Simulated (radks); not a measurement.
Values are calculated unless marked as measured or tabulated.
Orbital eigenvalues (eV) of neutral niobium, [Kr] 4d4 5s1, at several levels of relativity; Dirac values are averaged over j with weights 2j + 1. Spin-unpolarised spherical Kohn-Sham, BLYP, point nucleus unless stated (finite: rms radius 4.324 fm), a radial shooting solver on a logarithmic mesh with Libxc functionals. A level marked "c x" has the speed of light scaled by that factor and shares open shells by 2j + 1; other Dirac levels either fill j = l - 1/2 first or share by 2j + 1.

shell  non-rel.  scalar-rel.  Dirac, 2j+1 shares  Dirac, c x 1.5  change of magnitude, last against first (%)
1s       -18363       -18812              -18804          -18554                                        +1.04
2s      -2526.8      -2631.3             -2629.6         -2571.1                                        +1.76
2p      -2321.9      -2349.8             -2349.6         -2333.9                                        +0.52
3s      -419.58      -438.63             -438.37         -427.68                                        +1.93
3p      -341.73      -346.65             -346.69         -343.88                                        +0.63
3d      -199.35      -196.21             -196.07         -197.91                                        -0.72
4s      -55.238      -58.277             -58.250         -56.535                                        +2.35
4p      -33.767      -34.370             -34.391         -34.036                                        +0.80
5s      -3.6675      -3.9283             -3.9280         -3.7778                                        +3.01
4d      -3.1150      -2.9184             -2.9199         -3.0270                                        -2.83
